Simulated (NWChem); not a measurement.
System: AlIF₂; SMILES [F][Al]([F])[I]

The following NWChem deck was run.

```
start job
memory heap 200 mb stack 900 mb global 1100 mb
geometry units angstroms noautoz
  Al     0.000000     0.000000     1.376712
  F      0.000000    -1.414453     2.226218
  F      0.000000     1.414453     2.226218
  I      0.000000     0.000000    -1.051512
end
basis spherical
  Al library def2-svp
  F library def2-svp
  I library def2-svp
end
ecp
  I library def2-ecp
end
dft
  xc xcamb88 1.00 lyp 0.81 vwn_5 0.19 hfexch 1.00
  cam 0.33 cam_alpha 0.19 cam_beta 0.46
  iterations 150
end
tddft
  nroots 8
  notriplet
end
task tddft energy
```

NWChem printed, in part:

```
             Northwest Computational Chemistry Package (NWChem) 7.3.0
             --------------------------------------------------------

 C2V symmetry detected

                             Geometry "geometry" -> ""
                             -------------------------

 Output coordinates in angstroms (scale by  1.889725989 to convert to a.u.)

  No.       Tag          Charge          X              Y              Z
 ---- ---------------- ---------- -------------- -------------- --------------
    1 Al                  13.0000     0.00000000     0.00000000     1.35005671
    2 F                    9.0000     0.00000000    -1.41445300     2.19956271
    3 F                    9.0000     0.00000000     1.41445300     2.19956271
    4 I                   53.0000     0.00000000     0.00000000    -1.07816729

 Effective nuclear repulsion energy (a.u.)     381.7676138192

      Symmetry information
      --------------------

 Group name             C2v
 Group number             16
 Group order               4
 No. of unique centers     3

                                 NWChem DFT Module
                                 -----------------

 Summary of "ao basis" -> "ao basis" (spherical)
 ------------------------------------------------------------------------------
       Tag                 Description            Shells   Functions and Types
 ---------------- ------------------------------  ------  ---------------------
 Al                         def2-svp                 8       18   4s3p1d
 F                          def2-svp                 6       14   3s2p1d
 I                          def2-svp                10       26   4s4p2d

      Symmetry analysis of basis
      --------------------------

        a1         31
        a2          7
        b1         14
        b2         20

            General Information
            -------------------
          SCF calculation type: DFT
          Wavefunction type:  closed shell.
          No. of atoms     :     4
          No. of electrons :    56
           Alpha electrons :    28
            Beta electrons :    28
          Charge           :     0
          Spin multiplicity:     1
          Use of symmetry is: off; symmetry adaption is: on
          Maximum number of iterations: 150
          AO basis - number of functions:    72
                     number of shells:    30
          Convergence on energy requested:  1.00D-06
          Convergence on density requested:  1.00D-05
          Convergence on gradient requested:  5.00D-04

              XC Information
              --------------
                     Hartree-Fock (Exact) Exchange  1.000
                   CAM-Becke88 Exchange Functional  1.000
                      VWN V Correlation Functional  0.190 local
              Lee-Yang-Parr Correlation Functional  0.810

           Range-Separation Parameters
           ---------------------------
           Alpha           :  0.19
           Beta            :  0.46
           Gamma           :  0.33
           Short-Range HF  :     F

             Grid Information
             ----------------
          Grid used for XC integration:  medium
          Radial quadrature: Mura-Knowles
          Angular quadrature: Lebedev.
          Tag              B.-S. Rad. Rad. Pts. Rad. Cut. Ang. Pts.
          ---              ---------- --------- --------- ---------
          Al                  1.25       88           9.0       590
          F                   0.50       49          10.0       434
          I                   1.40      123          10.0       590
          Grid pruning is: on
          Number of quadrature shells:   309
          Spatial weights used:  Erf1

      Superposition of Atomic Density Guess
      -------------------------------------

 Sum of atomic energies:        -787.50355982

      Non-variational initial energy
      ------------------------------

 Total energy =    -737.330650
 1-e energy   =   -1586.084033
 2-e energy   =     621.020902
 HOMO         =      -0.367753
 LUMO         =      -0.050879

      Symmetry analysis of molecular orbitals - initial
      -------------------------------------------------

  Numbering of irreducible representations:

     1 a1          2 a2          3 b1          4 b2

  Orbital symmetries:

     1 a1          2 a1          3 b2          4 a1          5 a1
     6 b2          7 b1          8 a1          9 b2         10 a1
    11 b1         12 a1         13 b2         14 b1         15 a1
    16 a2         17 a1         18 b2         19 a1         20 a1
    21 b2         22 a1         23 b1         24 a2         25 b2
    26 a1         27 b1         28 b2         29 a1         30 b1
    31 b2         32 a1         33 a1         34 a1         35 b1
    36 b2         37 a1         38 b1

 !! scf_movecs_sym_adapt:    2 vectors were symmetry contaminated

  Symmetry fudging

   convergence    iter        energy       DeltaE   RMS-Dens  Diis-err
 ---------------- ----- ----------------- --------- --------- ---------
 d= 0,ls=0.0,diis     1   -739.6428005016 -9.67D+02  1.87D-02  9.07D-01
 d= 0,ls=0.0,diis     2   -739.6228564653  1.99D-02  8.22D-03  1.55D+00
 d= 0,ls=0.0,diis     3   -739.7475175636 -1.25D-01  9.62D-04  4.17D-03
 d= 0,ls=0.0,diis     4   -739.7479336617 -4.16D-04  3.37D-04  6.16D-04
 d= 0,ls=0.0,diis     5   -739.7480276408 -9.40D-05  1.03D-04  2.72D-05
  Resetting Diis
 d= 0,ls=0.0,diis     6   -739.7480332245 -5.58D-06  2.38D-05  1.91D-06
 d= 0,ls=0.0,diis     7   -739.7480335611 -3.37D-07  6.32D-06  6.66D-08

         Total DFT energy =     -739.748033561105
      One electron energy =    -1588.082072076537
           Coulomb energy =      682.531385175794
    Exchange-Corr. energy =      -61.929827342475
 Nuclear repulsion energy =      227.732480682113

 Numeric. integr. density =       56.000002654739

                  Occupations of the irreducible representations
                  ----------------------------------------------

                     irrep           alpha         beta
                     --------     --------     --------
                     a1               13.0         13.0
                     a2                2.0          2.0
                     b1                5.0          5.0
                     b2                8.0          8.0

                       DFT Final Molecular Orbital Analysis
                       ------------------------------------

[...]

                                NWChem TDDFT Module
                                -------------------

            General Information
            -------------------
           No. of orbitals :     144
            Alpha orbitals :      72
             Beta orbitals :      72
        Alpha frozen cores :       0
         Beta frozen cores :       0
     Alpha frozen virtuals :       0
      Beta frozen virtuals :       0
         Spin multiplicity :       1
    Number of AO functions :      72
        Use of symmetry is : off
      Symmetry adaption is : on
         Schwarz screening :  0.10D-07

              XC Information
              --------------
              Hartree-Fock (Exact) Exchange   1.00
            CAM-Becke88 Exchange Functional   1.00
               VWN V Correlation Functional   0.19 local
       Lee-Yang-Parr Correlation Functional   0.81
           Alpha           :  0.19
           Beta            :  0.46
           Gamma           :  0.33

             TDDFT Information
             -----------------
          Calculation type : TDDFT
         Wavefunction type : Restricted singlets
          No. of electrons :      56
           Alpha electrons :      28
            Beta electrons :      28
              No. of roots :       8
          Max subspacesize :    5600
            Max iterations :     100
               Target root :       1
           Target symmetry : none
      Symmetry restriction : off
                 Algorithm : Optimal
        Davidson threshold :  0.10D-03

    8 smallest eigenvalue differences (eV)
--------------------------------------------------------
  No. Spin  Occ  Vir  Irrep   E(Occ)    E(Vir)   E(Diff)
--------------------------------------------------------
    1    1   28   29 b2       -0.351    -0.020     8.990
    2    1   27   29 b1       -0.356    -0.020     9.148
    3    1   28   30 a2       -0.351     0.008     9.755
    4    1   27   30 a1       -0.356     0.008     9.913
    5    1   26   29 a1       -0.422    -0.020    10.918
    6    1   26   30 b1       -0.422     0.008    11.683
    7    1   28   31 a1       -0.351     0.100    12.256
    8    1   27   31 a2       -0.356     0.100    12.415
--------------------------------------------------------

  Entering Davidson iterations
  Restricted singlet excited states

  Iter   NTrls   NConv    DeltaV     DeltaE      Time
  ----  ------  ------  ---------  ---------  ---------
    1      8       0     0.23E+00   0.10+100        3.5
    2     24       0     0.44E-01   0.27E-01        4.7
    3     40       0     0.47E-01   0.46E-02        4.8
    4     56       0     0.26E-01   0.16E-01        5.0
    5     72       2     0.54E-02   0.80E-03        5.1
    6     84       5     0.24E-02   0.46E-04        4.6
    7     90       5     0.23E-03   0.25E-05        3.6
    8     94       8     0.82E-04   0.43E-07        3.2
  ----  ------  ------  ---------  ---------  ---------
  Convergence criterion met

  Ground state a1       -739.748033561105 a.u.

  ----------------------------------------------------------------------------
  Root   1 singlet b2             0.206874043 a.u.                5.6293 eV
  ----------------------------------------------------------------------------
     Transition Moments    X -0.00000   Y  0.38580   Z -0.00000
     Dipole Oscillator Strength                    0.0205274163
     Electric Quadrupole                           0.0000000060
     Magnetic Dipole                               0.0000000027
     Total Oscillator Strength                     0.0205274250

     Occ.   28  b2  ---  Virt.   29  a1  -0.98968 X
     Occ.   28  b2  ---  Virt.   32  a1  -0.13679 X
  ----------------------------------------------------------------------------
  Root   2 singlet b1             0.212241180 a.u.                5.7754 eV
  ----------------------------------------------------------------------------
     Transition Moments    X -0.46316   Y  0.00000   Z -0.00000
     Dipole Oscillator Strength                    0.0303525094
     Electric Quadrupole                           0.0000000056
     Magnetic Dipole                               0.0000000592
     Total Oscillator Strength                     0.0303525742

     Occ.   27  b1  ---  Virt.   29  a1   0.98911 X
     Occ.   27  b1  ---  Virt.   32  a1   0.13906 X
  ----------------------------------------------------------------------------
  Root   3 singlet a2             0.237710709 a.u.                6.4684 eV
  ----------------------------------------------------------------------------
     Transition Moments    X  0.00000   Y  0.00000   Z  0.00000
     Dipole Oscillator Strength                    0.0000000000
     Electric Quadrupole                           0.0000000008
     Magnetic Dipole                               0.0000000268
     Total Oscillator Strength                     0.0000000276

     Occ.   28  b2  ---  Virt.   30  b1   0.99683 X
     Occ.   28  b2  ---  Virt.   34  b1   0.06233 X
  ----------------------------------------------------------------------------
  Root   4 singlet a1             0.252015421 a.u.                6.8577 eV
  ----------------------------------------------------------------------------
     Transition Moments    X  0.00000   Y  0.00000   Z -0.28234
     Dipole Oscillator Strength                    0.0133931552
     Electric Quadrupole                           0.0000000052
     Magnetic Dipole                               0.0000000000
     Total Oscillator Strength                     0.0133931604

     Occ.   26  a1  ---  Virt.   29  a1  -0.34786 X
     Occ.   26  a1  ---  Virt.   32  a1  -0.08093 X
     Occ.   27  b1  ---  Virt.   30  b1   0.92701 X
     Occ.   28  b2  ---  Virt.   31  b2  -0.09758 X
  ----------------------------------------------------------------------------
  Root   5 singlet a1             0.296339314 a.u.                8.0638 eV
  ----------------------------------------------------------------------------
     Transition Moments    X -0.00000   Y  0.00000   Z  1.37557
     Dipole Oscillator Strength                    0.3738208978
     Electric Quadrupole                           0.0000000111
     Magnetic Dipole                               0.0000000000
     Total Oscillator Strength                     0.3738209089

     Occ.   22  a1  ---  Virt.   29  a1   0.06415 X
     Occ.   26  a1  ---  Virt.   29  a1  -0.85412 X
     Occ.   27  b1  ---  Virt.   30  b1  -0.27593 X
     Occ.   28  b2  ---  Virt.   31  b2   0.42506 X
  ----------------------------------------------------------------------------
  Root   6 singlet b1             0.305993955 a.u.                8.3265 eV
  ----------------------------------------------------------------------------
     Transition Moments    X  0.43332   Y -0.00000   Z -0.00000
     Dipole Oscillator Strength                    0.0383037495
     Electric Quadrupole                           0.0000000007
     Magnetic Dipole                               0.0000025603
     Total Oscillator Strength                     0.0383063105

     Occ.   20  a1  ---  Virt.   30  b1   0.06950 X
     Occ.   22  a1  ---  Virt.   30  b1   0.08983 X
     Occ.   23  b1  ---  Virt.   29  a1  -0.11961 X
     Occ.   26  a1  ---  Virt.   30  b1  -0.98019 X
     Occ.   27  b1  ---  Virt.   33  a1   0.05521 X
  ----------------------------------------------------------------------------
  Root   7 singlet a2             0.322091651 a.u.                8.7646 eV
  ----------------------------------------------------------------------------
     Transition Moments    X  0.00000   Y -0.00000   Z -0.00000
     Dipole Oscillator Strength                    0.0000000000
     Electric Quadrupole                           0.0000001121
     Magnetic Dipole                               0.0000012314
     Total Oscillator Strength                     0.0000013435

     Occ.   23  b1  ---  Virt.   31  b2   0.11255 X
     Occ.   24  a2  ---  Virt.   29  a1  -0.94644 X
     Occ.   24  a2  ---  Virt.   33  a1   0.08791 X
     Occ.   24  a2  ---  Virt.   35  a1  -0.05975 X
     Occ.   27  b1  ---  Virt.   31  b2   0.27845 X
  ----------------------------------------------------------------------------
  Root   8 singlet a2             0.330724444 a.u.                8.9995 eV
  ----------------------------------------------------------------------------
     Transition Moments    X  0.00000   Y  0.00000   Z  0.00000
     Dipole Oscillator Strength                    0.0000000000
     Electric Quadrupole                           0.0000000764
     Magnetic Dipole                               0.0000000142
     Total Oscillator Strength                     0.0000000906

     Occ.   24  a2  ---  Virt.   29  a1   0.27567 X
     Occ.   27  b1  ---  Virt.   31  b2   0.95501 X
     Occ.   27  b1  ---  Virt.   36  b2  -0.08491 X

              Target root =      1
          Target symmetry = none
      Ground state energy =   -739.748033561105
        Excitation energy =      0.206874042964
     Excited state energy =   -739.541159518141

  stored tddft:energy   -739.54115951814094
```

Level: CAM-B3LYP/def2-SVP with def2 effective core potentials on I, full TDDFT. Structure relaxed at the PBE0/def2-SVP level. def2 effective core potentials on I; no spin-orbit coupling.
